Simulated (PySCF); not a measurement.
C₃H₈O₂Si, SMILES O[Si@@H](OC)C=C.

Geometry: PBE0-D3(BJ)/def2-SVP. The structure was generated by enumeration; whether it is a known compound was not checked. Other conformers were not sampled.

Two levels are set side by side: PBE/def2-TZVP (PySCF) and CAM-B3LYP/def2-TZVP (PySCF). Same geometry, gas phase. Differences are taken from unrounded values.

| quantity | PBE |
|---|---|
| orbital gap (eV) | 4.95 |
| highest occupied level (eV) | -6.57 |
| lowest empty level (eV) | -1.62 |
| dipole moment (D) | 1.15 |
| mean polarisability (bohr³) | 69.5 |

These are the PBE values. What does CAM-B3LYP give? (Estimate from the structure and the level; the computed values follow.)


```
quantity                     CAM-B3LYP  PBE minus CAM-B3LYP
---------------------------  ---------  -------------------
orbital gap (eV)                  9.83                -4.88
highest occupied level (eV)      -9.31                 2.74
lowest empty level (eV)           0.51                -2.13
dipole moment (D)                 1.15                 0.00
mean polarisability (bohr³)       66.2                  3.3
```

PBE's occupied levels lie high since its potential decays too fast outside the molecule; exact exchange lowers them and widens the gap. Loosely held outer electrons make PBE densities more polarisable. Differences between two approximate levels are no errors against the true value.

Rough cost on one machine, each run with all the roots and properties that it gave: CAM-B3LYP against PBE within a factor of 2.
